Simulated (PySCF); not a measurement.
SSi, charge -1, doublet, at a GFN2-xTB geometry (a state made from the parent by changing its charge; the spin is typed, not shown lowest); M06L/STO-3G run with PySCF.

PySCF was given this input:
```python
from pyscf import gto, scf, dft

mol = gto.M(
    atom='''
Si   -0.00000000   -0.00000000   -1.11647694
S     0.00000000    0.00000000    0.97691732
''',
    basis='sto-3g',
    charge=-1,
    spin=1,
    verbose=4,
)

mf = dft.UKS(mol)
mf.xc = 'm06l'
mf.kernel()
```

Question: Predict the main parts of the log of this PySCF run.

Answer: 
```
PySCF version 2.14.0

[INPUT] verbose = 4
[INPUT] num. atoms = 2
[INPUT] num. electrons = 31
[INPUT] charge = -1
[INPUT] spin (= nelec alpha-beta = 2S) = 1
[INPUT] symmetry False subgroup None
[INPUT] Mole.unit = angstrom
[INPUT] Symbol           X                Y                Z      unit          X                Y                Z       unit  Magmom
[INPUT]  1 Si     0.000000000000   0.000000000000  -1.116476940000 AA    0.000000000000   0.000000000000  -2.109835640992 Bohr   0.0
[INPUT]  2 S      0.000000000000   0.000000000000   0.976917320000 AA    0.000000000000   0.000000000000   1.846106181144 Bohr   0.0

nuclear repulsion = 56.6236840861883
number of shells = 10
number of NR pGTOs = 54
number of NR cGTOs = 18
basis = sto-3g
ecp = {}

******** <class 'pyscf.dft.uks.UKS'> ********
method = UKS
initial guess = minao
damping factor = 0
level_shift factor = 0
DIIS = <class 'pyscf.scf.diis.CDIIS'>
diis_start_cycle = 1
diis_space = 8
diis_damp = 0
SCF conv_tol = 1e-09
SCF conv_tol_grad = None
SCF max_cycles = 50
direct_scf = True
direct_scf_tol = 1e-13
number electrons alpha = 16  beta = 15
XC library pyscf.dft.libxc version 7.1.2
    S. Lehtola, C. Steigemann, M. J. T. Oliveira, and M. A. L. Marques,  SoftwareX 7, 1–5 (2018)
XC functionals = m06l
    Y. Zhao and D. G. Truhlar,  J. Chem. Phys. 125, 194101 (2006)
    Y. Zhao and D. G. Truhlar,  J. Chem. Phys. 125, 194101 (2006)
    Y. Zhao and D. G. Truhlar,  Theor. Chem. Acc. 120, 215 (2008)
radial grids:
    Treutler-Ahlrichs [JCP 102, 346 (1995); DOI:10.1063/1.469408] (M4) radial grids

becke partition: Becke, JCP 88, 2547 (1988); DOI:10.1063/1.454033
pruning grids: <function nwchem_prune>
grids dens level: 3
symmetrized grids: False
atomic radii adjust function: <function treutler_atomic_radii_adjust>
small_rho_cutoff = 0
Set gradient conv threshold to 3.16228e-05
tot grids = 38064
init E= -679.454832552176

cycle= 1 E= -679.578653884687  delta_E= -0.124  |g|= 0.256  |ddm|= 1.69
cycle= 2 E= -678.112855716143  delta_E= 1.47  |g|= 1.09  |ddm|= 2.77
cycle= 3 E= -679.664553135269  delta_E= -1.55  |g|= 0.0528  |ddm|= 2.49
cycle= 4 E= -679.66711678762  delta_E= -0.00256  |g|= 0.0181  |ddm|= 0.086
cycle= 5 E= -679.667440432819  delta_E= -0.000324  |g|= 0.00504  |ddm|= 0.0401
cycle= 6 E= -679.666201042932  delta_E= 0.00124  |g|= 0.0275  |ddm|= 1.87
cycle= 7 E= -679.666183128615  delta_E= 1.79e-05  |g|= 0.0278  |ddm|= 0.00227
cycle= 8 E= -679.666196141091  delta_E= -1.3e-05  |g|= 0.0276  |ddm|= 0.0231
cycle= 9 E= -679.666979906242  delta_E= -0.000784  |g|= 0.0151  |ddm|= 1.27
cycle= 10 E= -679.666718234744  delta_E= 0.000262  |g|= 0.0199  |ddm|= 0.42
cycle= 11 E= -679.667435329691  delta_E= -0.000717  |g|= 0.00277  |ddm|= 1.46
cycle= 12 E= -679.667290489302  delta_E= 0.000145  |g|= 0.00826  |ddm|= 0.459
cycle= 13 E= -679.667248273587  delta_E= 4.22e-05  |g|= 0.00962  |ddm|= 0.082
cycle= 14 E= -679.667016636561  delta_E= 0.000232  |g|= 0.0149  |ddm|= 0.514
cycle= 15 E= -679.667213836349  delta_E= -0.000197  |g|= 0.0107  |ddm|= 0.449
cycle= 16 E= -679.666137867721  delta_E= 0.00108  |g|= 0.0285  |ddm|= 1.52
cycle= 17 E= -679.66607458898  delta_E= 6.33e-05  |g|= 0.0293  |ddm|= 0.256
cycle= 18 E= -679.666306998085  delta_E= -0.000232  |g|= 0.0264  |ddm|= 0.164
cycle= 19 E= -679.665969607724  delta_E= 0.000337  |g|= 0.0302  |ddm|= 0.129
cycle= 20 E= -679.666739193558  delta_E= -0.00077  |g|= 0.0205  |ddm|= 1.86
cycle= 21 E= -679.666548446895  delta_E= 0.000191  |g|= 0.0231  |ddm|= 0.062
cycle= 22 E= -679.667326496145  delta_E= -0.000778  |g|= 0.00798  |ddm|= 0.421
cycle= 23 E= -679.667000385621  delta_E= 0.000326  |g|= 0.0167  |ddm|= 1.75
cycle= 24 E= -679.66590103025  delta_E= 0.0011  |g|= 0.0314  |ddm|= 1.88
cycle= 25 E= -679.665934685316  delta_E= -3.37e-05  |g|= 0.0309  |ddm|= 0.0681
cycle= 26 E= -679.666037352305  delta_E= -0.000103  |g|= 0.0298  |ddm|= 0.0822
cycle= 27 E= -679.665977526972  delta_E= 5.98e-05  |g|= 0.0304  |ddm|= 0.141
cycle= 28 E= -679.665998229755  delta_E= -2.07e-05  |g|= 0.0299  |ddm|= 1.87
cycle= 29 E= -679.66607476358  delta_E= -7.65e-05  |g|= 0.0286  |ddm|= 1.82
cycle= 30 E= -679.666329491083  delta_E= -0.000255  |g|= 0.0261  |ddm|= 0.679
cycle= 31 E= -679.667369382563  delta_E= -0.00104  |g|= 0.00729  |ddm|= 1.87
cycle= 32 E= -679.666973372595  delta_E= 0.000396  |g|= 0.0168  |ddm|= 1.81
cycle= 33 E= -679.666681861606  delta_E= 0.000292  |g|= 0.0215  |ddm|= 1.13
cycle= 34 E= -679.666661932691  delta_E= 1.99e-05  |g|= 0.0218  |ddm|= 0.00124
cycle= 35 E= -679.666196372419  delta_E= 0.000466  |g|= 0.0277  |ddm|= 0.0416
cycle= 36 E= -679.666369278826  delta_E= -0.000173  |g|= 0.0257  |ddm|= 0.0103
cycle= 37 E= -679.666480650706  delta_E= -0.000111  |g|= 0.0243  |ddm|= 1.87
cycle= 38 E= -679.666136032164  delta_E= 0.000345  |g|= 0.0284  |ddm|= 1.87
cycle= 39 E= -679.666674836334  delta_E= -0.000539  |g|= 0.0216  |ddm|= 0.166
cycle= 40 E= -679.665947584031  delta_E= 0.000727  |g|= 0.0305  |ddm|= 1.87
cycle= 41 E= -679.66648374104  delta_E= -0.000536  |g|= 0.0244  |ddm|= 0.145
cycle= 42 E= -679.666988379396  delta_E= -0.000505  |g|= 0.0167  |ddm|= 0.0907
cycle= 43 E= -679.667140013714  delta_E= -0.000152  |g|= 0.0136  |ddm|= 0.322
cycle= 44 E= -679.666792899877  delta_E= 0.000347  |g|= 0.0199  |ddm|= 1.84
cycle= 45 E= -679.66673978081  delta_E= 5.31e-05  |g|= 0.0207  |ddm|= 0.0881
cycle= 46 E= -679.667154122729  delta_E= -0.000414  |g|= 0.0132  |ddm|= 1.87
cycle= 47 E= -679.666435173965  delta_E= 0.000719  |g|= 0.0247  |ddm|= 1.87
cycle= 48 E= -679.666443787996  delta_E= -8.61e-06  |g|= 0.0248  |ddm|= 1.25
cycle= 49 E= -679.666853646332  delta_E= -0.00041  |g|= 0.019  |ddm|= 0.12
cycle= 50 E= -679.666752355282  delta_E= 0.000101  |g|= 0.0205  |ddm|= 1.88
SCF not converged.
SCF energy = -679.666752355282 after 50 cycles  <S^2> = 0.77116683  2S+1 = 2.021056
```

Convergence was not reached.
